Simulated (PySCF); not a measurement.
PbI₃, SMILES [I][Pb-]([I])[I], charge -1.

Geometry optimised at PBE0-D3(BJ)/def2-SVPD. The isomer is the one that the SMILES or the coordinates give; other isomers of the formula were not compared. The def2 effective core potentials stand for the cores of I, Pb; spin–orbit coupling is left out.

Method: PBE0-D3(BJ)/def2-SVPD (PySCF).

Frequencies are harmonic and unscaled.

```csv
mode,ν (cm⁻¹),IR (km/mol),moving atoms (share of kinetic energy)
1,35,0.0,"I 90 %, Pb 10 %"
2,35,0.0,"I 90 %, Pb 10 %"
3,43,0.4,"I 69 %, Pb 31 %"
4,130,35.0,"I 55 %, Pb 45 %"
5,130,35.0,"I 55 %, Pb 45 %"
6,137,5.5,"I 66 %, Pb 34 %"
```
